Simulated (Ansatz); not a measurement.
Program: Ansatz. Geometries: PBE0-D4/def2-TZVP. ΔE: electronic, gas phase. CBS: MP2 limit from def2 TZ/QZ plus the TZ coupled-cluster correction, frozen cores. This one scheme is used for every species. Functionals use def2-TZVPP. Each species was taken in one conformer, which may not be the lowest.

`C[O][Al]([OH])[F]` + HCl → `C[O][Al]([F])[Cl]` + H₂O  (ligand exchange at the Al–O bond)

```tsv
level	ΔE (kcal/mol)
PBE0-D4	-7.2
CAM-B3LYP	-4.5
```

What does CCSD(T)/CBS give? (Estimate.)

The calculation gave: -6.7 kcal/mol. The listed levels differ from it by -0.5, 2.2 kcal/mol.

What do rigid-rotor, harmonic-oscillator terms from PBE0-D4/def2-TZVP frequencies (298.15 K, 1 bar) make of the CCSD(T)/CBS value? (Estimate.)

Computed: ΔZPE = +1.6 kcal/mol, ΔH = -4.9 kcal/mol, ΔS = 6 J/(mol·K), ΔG = -5.3 kcal/mol.

Largest T1 diagnostic among the species: 0.012.

From BLYP to BHLYP (50 % exact exchange), in def2-TZVPP and without D4, ΔE moves by −1.1 kcal/mol. At CCSD(T), def2-SVP lies +1.1 kcal/mol from the extrapolated value and def2-TZVPP +1.2 kcal/mol. Leaving LDA and LC-ωPBE aside and taking each functional with its dispersion term where it has one, the values, not all of them listed here, spread over 2.4 kcal/mol, from HSE06-D4 to CAM-B3LYP-D4. LDA lies +1.0 kcal/mol from PBE without D4.
